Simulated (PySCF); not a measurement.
Species: `CS(=O)(=O)c1ccncc1`. The columns A, B, C and D hold Mulliken, IAO, Hirshfeld and ESP-fitted charges (e) of one PBE0/pcSseg-1 density (PySCF), in a shuffled order. Coordinates in Å (PBE0-D3(BJ)/def2-SVP); the density's dipole moment is (0.47, -0.45, 3.68) D.

| atom | x | y | z | A | B | C | D |
| --- | --- | --- | --- | --- | --- | --- | --- |
| C1 | -2.391 | -0.177 | 1.161 | -0.119 | -0.358 | -0.674 | -0.626 |
| S2 | -1.740 | 0.070 | -0.481 | +0.517 | +1.061 | +0.983 | +1.986 |
| O3 | -2.163 | 1.393 | -0.928 | -0.315 | -0.536 | -0.523 | -0.884 |
| O4 | -2.029 | -1.132 | -1.256 | -0.314 | -0.537 | -0.521 | -0.884 |
| C5 | 0.032 | 0.129 | -0.231 | -0.021 | -0.424 | +0.425 | -0.219 |
| C6 | 0.779 | -1.038 | -0.336 | -0.044 | -0.064 | -0.671 | -0.167 |
| C7 | 2.157 | -0.930 | -0.149 | +0.028 | +0.168 | +0.578 | -0.003 |
| N8 | 2.773 | 0.219 | 0.115 | -0.150 | -0.400 | -0.722 | -0.259 |
| C9 | 2.039 | 1.326 | 0.196 | +0.027 | +0.167 | +0.584 | -0.003 |
| C10 | 0.654 | 1.345 | 0.027 | -0.044 | -0.064 | -0.682 | -0.167 |
| H11 | -2.018 | -1.129 | 1.560 | +0.062 | +0.163 | +0.208 | +0.176 |
| H12 | -3.482 | -0.214 | 1.030 | +0.071 | +0.180 | +0.249 | +0.186 |
| H13 | -2.108 | 0.671 | 1.796 | +0.062 | +0.162 | +0.209 | +0.176 |
| H14 | 0.296 | -1.988 | -0.578 | +0.059 | +0.118 | +0.245 | +0.181 |
| H15 | 2.792 | -1.820 | -0.224 | +0.060 | +0.124 | +0.033 | +0.163 |
| H16 | 2.578 | 2.257 | 0.400 | +0.059 | +0.123 | +0.030 | +0.163 |
| H17 | 0.075 | 2.270 | 0.070 | +0.060 | +0.117 | +0.250 | +0.180 |

Problem. Which column most likely holds the ESP-fitted charges?

Solution. C. Σ q r misses the density's dipole by 0.06 D (C), 1.04 D (A), 1.26 D (B), 1.76 D (D). Charges fitted to the outside potential are the only set here that is tied to the molecule's multipoles.

Problem. And the Hirshfeld charges?

Solution. A. The mean sizes are 0.118 e (A), 0.280 e (B), 0.378 e (D), 0.446 e (C), and Hirshfeld charges are commonly the smallest of these schemes.

As computed, A = Hirshfeld, B = Mulliken, C = ESP-fitted, D = IAO. Hydrogens on carbon: Hirshfeld +0.06 to +0.07, Mulliken +0.12 to +0.18, ESP-fitted +0.03 to +0.25, IAO +0.16 to +0.19 e.

The ESP scheme is a least-squares fit of atom-centred charges to the potential on four shells outside the van der Waals surface, with the total charge fixed. The IAO scheme counts the electrons in orthogonalised intrinsic atomic orbitals, a minimal basis polarised so that it spans the occupied orbitals exactly.

One conformer (not necessarily the lowest) at the PBE0-D3(BJ)/def2-SVP geometry, without solvent, vibrations or thermal averaging.

Conformer computed: `[CH3:1][S:2](=[O:3])(=[O:4])[c:5]1[cH:6][cH:7][n:8][cH:9][cH:10]1`: C1–S2–C5–C6 92°.
